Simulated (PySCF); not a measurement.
Cd(I)(GeH3) (CdGeH3I), SMILES [GeH3][Cd][I].

The structure is a stationary point at r2SCAN-D4/def2-SVP. The structure was generated by enumeration; whether it is a known compound was not checked. The def2 effective core potentials stand for the cores of Cd, I; spin–orbit coupling is left out.

These are PySCF with M06-2X/def2-TZVPD values and carry that method's errors.

Symmetry labels are those of the subgroup Cs that the program uses (full group C3v).

Computed valence orbital energies around the gap with their symmetry:
```tsv
orbital	symmetry	energy (eV)
HOMO−7	A'	-18.05
HOMO−6	A'	-16.64
HOMO−5	A"	-11.03
HOMO−4	A'	-11.03
HOMO−3	A'	-10.35
HOMO−2	A'	-8.57
HOMO−1	A"	-8.49
HOMO	A'	-8.49
LUMO	A"	-0.75
LUMO+1	A'	-0.75
LUMO+2	A'	-0.70
LUMO+3	A'	0.56
```
